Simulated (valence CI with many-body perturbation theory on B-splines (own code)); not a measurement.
## E1 line list for Ga¹⁷⁺

Computed by valence CI with perturbative core correlation (CI+MBPT): four valence electrons over a frozen Dirac-Fock core [Ne], a basis of 11 s, 11 p, 9 d, 7 f, 5 g, 2 h, 1 i functions for each j, with the one-electron correlation potential Σ1 (screened to all orders), the two-electron term Σ2, the three-electron term Σ3, Breit, model QED; selected single and double excitations, second order for the rest (own B-spline code, finite nucleus).

No measured spectrum was set against this ion. As an estimate, levels of excited configurations hold to 0.05 to 0.15 % of their energy, terms of the ground configuration to about 0.5 %.

Lines 1 to 50 of 215 in falling wavelength, among levels below 140.96 eV, chosen from the strongest by gf and those to the six lowest levels. Wavelengths and rates use the calculated energies, so an error of 300 cm⁻¹ moves a line at 437.1 Å by 0.13 % and its rate by three times that or more. Electric multipoles are in the length gauge, E1 and E2 with the static RPA response of the core. Weak lines are less certain than strong ones. Lines between different terms over intervals too small for the method are left out, as are lines whose strength nearly cancels. Where a level lies close to another of its J and parity, the split of strength between their lines is uncertain. The highest levels of a list are the least certain.

Names give the largest LS component (configuration and term), which can be under half, so a name can repeat, a term be missing and a line seem to break the LS rules; names also repeat where a configuration has a term twice. Letters in brackets count levels of one name in rising energy.

| λ vac (Å) | Upper | Lower | A (s⁻¹) | log gf | Branch % |
| --- | --- | --- | --- | --- | --- |
| 437.1 | 3s.3p3 5S°_2 | 3s2.3p2 1D_2 | 3.22e+06 | -3.34 | 3.3 |
| 379.4 | 3s.3p3 3D°_1 | 3s2.3p2 1S_0 | 1.14e+07 | -3.13 | 0.3 |
| 378.3 | 3p4 3P_2 | 3s.3p3 3S°_1 | 8.14e+08 | -1.06 | 6.1 |
| 378.2 | 3p4 1D_2 | 3s.3p3 1P°_1 | 6.53e+08 | -1.15 | 6.7 |
| 359.9 | 3s.3p3 5S°_2 | 3s2.3p2 3P_2 | 4.91e+07 | -2.32 | 49.8 |
| 338.4 | 3s.3p3 5S°_2 | 3s2.3p2 3P_1 | 4.63e+07 | -2.40 | 47.0 |
| 336.0 | 3s.3p2.3d 1G_4 | 3s2.3p.3d 1F°_3 | 5.22e+08 | -1.10 | 6.6 |
| 312.0 | 3s.3p3 3D°_1 | 3s2.3p2 1D_2 | 1.32e+08 | -2.24 | 3.5 |
| 310.8 | 3s.3p3 3D°_2 | 3s2.3p2 1D_2 | 2.92e+07 | -2.67 | 1.0 |
| 304.0 | 3s.3p3 3P°_1 | 3s2.3p2 1S_0 | 1.01e+08 | -2.38 | 1.3 |
| 300.9 | 3s.3p3 3D°_3 | 3s2.3p2 1D_2 | 4.63e+08 | -1.36 | 19.6 |
| 290.4 | 3s.3p2.3d 3F_4 [a] | 3s2.3p.3d 3F°_4 | 4.01e+08 | -1.34 | 51.7 |
| 284.6 | 3s.3p2.3d 3D_3 [a] | 3s2.3p.3d 3D°_3 | 6.93e+08 | -1.23 | 1.4 |
| 284.2 | 3s.3p2.3d 3F_3 [a] | 3s2.3p.3d 3F°_3 | 6.85e+08 | -1.24 | 18.8 |
| 280.9 | 3s.3p2.3d 3F_2 [a] | 3s2.3p.3d 3F°_2 | 8.81e+08 | -1.28 | 46.4 |
| 275.6 | 3p4 3P_2 | 3s.3p3 3P°_2 | 1.15e+09 | -1.19 | 8.6 |
| 274.8 | 3p4 1S_0 | 3s.3p3 1P°_1 | 8.49e+09 | -1.02 | 55.1 |
| 271.0 | 3p4 1D_2 | 3s.3p3 1D°_2 | 5.91e+09 | -0.49 | 60.6 |
| 270.6 | 3s.3p3 3D°_1 | 3s2.3p2 3P_2 | 7.81e+07 | -2.59 | 2.1 |
| 269.7 | 3s.3p3 3D°_2 | 3s2.3p2 3P_2 | 6.44e+05 | -4.45 | 0.0 |
| 265.1 | 3s.3p2.3d 1F_3 | 3s2.3p.3d 1D°_2 | 1.13e+09 | -1.08 | 2.6 |
| 262.1 | 3s.3p3 3D°_3 | 3s2.3p2 3P_2 | 1.91e+09 | -0.86 | 80.5 |
| 259.9 | 3s.3p2.3d 3F_3 [b] | 3s2.3p.3d 3D°_3 | 5.81e+08 | -1.39 | 0.8 |
| 259.1 | 3s.3p3 3P°_1 | 3s2.3p2 1D_2 | 9.45e+07 | -2.54 | 1.2 |
| 258.2 | 3s.3p3 3D°_1 | 3s2.3p2 3P_1 | 2.46e+08 | -2.13 | 6.5 |
| 257.9 | 3s.3p3 3P°_2 | 3s2.3p2 1D_2 | 7.61e+07 | -2.42 | 1.1 |
| 257.4 | 3s.3p3 3D°_2 | 3s2.3p2 3P_1 | 2.92e+09 | -0.84 | 99.0 |
| 253.0 | 3p4 3P_1 | 3s.3p3 3P°_2 | 1.45e+09 | -1.38 | 16.5 |
| 252.9 | 3s.3p2.3d 3D_2 [b] | 3s2.3p.3d 3P°_1 | 1.14e+09 | -1.26 | 2.2 |
| 247.6 | 3s.3p2.3d 1P_1 | 3s2.3p.3d 1D°_2 | 1.91e+09 | -1.28 | 2.8 |
| 244.8 | 3s.3p2.3d 1F_3 | 3s2.3p.3d 3P°_2 | 2.45e+09 | -0.81 | 5.8 |
| 244.6 | 3s.3p2.3d 3D_3 [b] | 3s2.3p.3d 3D°_2 | 1.57e+09 | -1.01 | 4.2 |
| 242.7 | 3p4 1D_2 | 3s.3p3 3P°_2 | 1.21e+09 | -1.27 | 12.4 |
| 242.3 | 3s.3p2.3d 3P_2 [b] | 3s2.3p.3d 3D°_3 | 1.19e+09 | -1.28 | 1.8 |
| 242.1 | 3p4 1S_0 | 3s.3p3 3S°_1 | 5.36e+09 | -1.33 | 34.8 |
| 240.8 | 3s.3p3 3D°_1 | 3s2.3p2 3P_0 | 3.31e+09 | -1.06 | 87.6 |
| 239.2 | 3p4 3P_2 | 3s.3p3 3D°_3 | 7.48e+09 | -0.49 | 55.8 |
| 238.5 | 3s.3p2.3d 3D_1 [b] | 3s2.3p.3d 3D°_1 | 1.66e+09 | -1.37 | 2.9 |
| 237.4 | 3s.3p2.3d 3P_2 [a] | 3s.3p3 3S°_1 | 1.01e+09 | -1.37 | 1.6 |
| 236.7 | 3s.3p2.3d 3G_5 | 3s2.3p.3d 3F°_4 | 1.06e+10 | -0.01 | 100.0 |
| 235.3 | 3s.3p2.3d 3D_3 [b] | 3s2.3p.3d 1D°_2 | 2.00e+09 | -0.94 | 5.3 |
| 235.0 | 3s.3p2.3d 3D_1 [c] | 3s2.3p.3d 3P°_1 | 1.69e+09 | -1.38 | 2.4 |
| 233.9 | 3s.3p2.3d 3F_3 [b] | 3s2.3p.3d 3P°_2 | 1.08e+09 | -1.21 | 1.5 |
| 233.5 | 3s.3p2.3d 3P_0 [b] | 3s2.3p.3d 3D°_1 | 5.05e+09 | -1.38 | 7.8 |
| 233.2 | 3p4 3P_2 | 3s.3p3 3D°_2 | 2.54e+09 | -0.98 | 18.9 |
| 233.0 | 3s.3p3 3S°_1 | 3s2.3p2 1S_0 | 8.54e+08 | -1.68 | 1.0 |
| 232.1 | 3s.3p3 1D°_2 | 3s2.3p2 1D_2 | 7.44e+09 | -0.52 | 93.9 |
| 231.9 | 3s.3p2.3d 1G_4 | 3s2.3p.3d 3F°_4 | 1.04e+09 | -1.12 | 13.2 |
| 229.9 | 3s.3p3 3P°_1 | 3s2.3p2 3P_2 | 8.69e+08 | -1.68 | 10.8 |
| 228.9 | 3s.3p3 3P°_2 | 3s2.3p2 3P_2 | 6.55e+09 | -0.59 | 95.9 |

Q: How does gf follow from A for the line at 258.2 Å?

A: gf = 1.4992 × (2J+1)_upper × A / σ², with σ = 387261 cm⁻¹ and 2J+1 = 3: gf = 0.00738.
